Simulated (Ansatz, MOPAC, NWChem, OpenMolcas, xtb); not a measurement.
**[SiCl3]+ (SMILES Cl[Si+](Cl)Cl): the zero-point energy at each level's own minimum, rung by rung**

[SiCl3]+, singlet, SMILES `Cl[Si+](Cl)Cl`. Each level relaxes the structure for itself.

Quantity: the zero-point energy at each level's own minimum, in kJ/mol. The values are calculated.

```tsv
level	kind	program	value (kJ/mol)
MNDO	semi-empirical	MOPAC	13.7
MNDOD	semi-empirical	MOPAC	16.0
PM7-	semi-empirical	MOPAC	14.7
GFN1-xTB	semi-empirical	xtb	15.5
HF/3-21G	Hartree–Fock	OpenMolcas	13.8
HF/6-31G* (spherical functions)	Hartree–Fock	NWChem	16.2
HF/6-31G* (Cartesian functions)	Hartree–Fock	OpenMolcas	16.2
HF/cc-pVTZ	Hartree–Fock	OpenMolcas	16.2
PBE0/def2-SVP	global hybrid	NWChem	15.5
PBE0-D4/def2-TZVP	global hybrid	Ansatz	15.5
```

Harmonic and unscaled. The values span 13.7 to 16.2 kJ/mol. Without the sets that lack polarisation functions the rows with a basis span only 15.5 to 16.2 kJ/mol.
